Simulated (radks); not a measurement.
Q: Coherent X-ray form factor from a spherical all-electron density. Method: scalar-relativistic Kohn-Sham, LB94 model potential, spin-polarised, spherical densities, finite nucleus; Fermi nuclear charge, rms radius of each element as measured or else 0.836 A^(1/3) + 0.57 fm; computed with a radial shooting solver on a logarithmic mesh with Libxc functionals.

sin(theta)/lambda (1/angstrom)  f0 (electrons)
0.05                                    41.943
0.1                                     41.774
0.15                                    41.493
0.2                                     41.107
0.25                                    40.618
0.3                                     40.034
0.4                                     38.612
0.5                                     36.911
0.6                                     35.008
0.8                                     30.920
1                                       26.923
1.25                                    22.623
1.5                                     19.332
2                                       15.104

The species is in the configuration that NIST lists as its ground one. Which atom or ion scatters so?

A: The gold ion Au37+, [Kr] 4d6. Extrapolating in s^2 from the first two rows gives f0(0) = 42.0, near the electron count 42; among species with that count, the fall with angle is slower the higher Z, and the table is that of Z = 79; from so few rows the species is fixed only to a neighbour or two.
